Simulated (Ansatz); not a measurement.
GeF₂⁻. Total charge -1; doublet. Geometry relaxed at PBE-D4/def2-TZVPD.

```xyz
3

Ge    0.3028    0.2533   -0.7397
F    -1.3670    0.4724    0.0773
F     1.0642   -0.7257    0.6624
```

The structure comes from a short search, and lower isomers may exist.

(1) Estimate the harmonic wavenumbers at UKS PBE-D4/def2-TZVPD (Ansatz, unscaled). Is this a minimum?

## Answers

(1) 205, 474, 505 cm⁻¹. Yes, no mode is imaginary beyond noise. Zero-point energy 7.1 kJ/mol. Hardware: 4 threads of Arm Neoverse V1 on a shared host. Wall time 5.5 s.
